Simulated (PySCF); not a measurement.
# What each rung costs, and what it gives

Saddle point of Si2H6ClF, closed shell (Si₂H₅Cl ([SiH3][SiH2][Cl]) + HF → Si₂H₅F ([F][SiH2][SiH3]) + HCl; bonds formed: Si1–F7, Cl2–H6; bonds broken: Si1–Cl2, H6–F7), PBE0-D4/def2-TZVP structure:

Si1  (-0.797, 0.056, -0.441)
Cl2  (0.439, 2.122, -0.452)
H3  (-1.318, -1.133, -1.176)
H4  (-2.012, 0.844, -0.134)
Si5  (0.539, -0.705, 1.312)
H6  (0.519, 1.151, -1.895)
F7  (0.131, 0.275, -2.217)
H8  (0.571, 0.301, 2.402)
H9  (0.018, -2.001, 1.827)
H10  (1.909, -0.911, 0.774)
(Å)

Barriers are electronic and count from the start structure reached by relaxing down the imaginary mode.

PySCF 2.14 with density fitting (its default auxiliary sets; JK sets also for MP2 and CCSD(T)); basis: as named in each row; cores frozen in the correlated methods. B3LYP uses VWN-RPA correlation. Extrapolation: Hartree–Fock as exp(−7.88 √X), correlation as X^−2.97.

Times are rough, for one single point on 4 threads of a shared host (Intel Xeon).

The estimate by CCSD(T) at an estimated basis limit (MP2 extrapolated from triple and quadruple zeta, plus CCSD(T) − MP2 in triple zeta) is 1.316 eV.

```
   method       basis  time (s)  barrier (eV)  method less estimate
       HF      STO-3G         2         1.465                 0.149
 B3LYP-D4       6-31G         7         0.923                -0.393
   PBE-D4    def2-SVP        10         0.815                -0.501
  PBE0-D4    def2-SVP        10         1.024                -0.292
      MP2  def2-QZVPP        11         1.294                -0.022
    SPW92  def2-TZVPP        19         0.781                -0.535
 BHLYP-D4  def2-TZVPP        30         1.394                 0.078
   PBE-D4  def2-TZVPP        31         1.047                -0.269
 B3LYP-D4  def2-TZVPP        31         1.244                -0.072
  PBE0-D4  def2-TZVPP        33         1.201                -0.115
r2SCAN-D4  def2-TZVPP        55         1.130                -0.186
  CCSD(T)    def2-SVP       150         1.361                 0.045
  wB97M-V  def2-TZVPP       520         1.194                -0.122
  CCSD(T)  def2-TZVPP      1100         1.349                 0.033
```

All methods are single points on the PBE0-D4 structures.

No T1 diagnostic of these runs exceeds 0.013.

Labels in which every atom is bracketed show which atoms are joined, not bond orders.
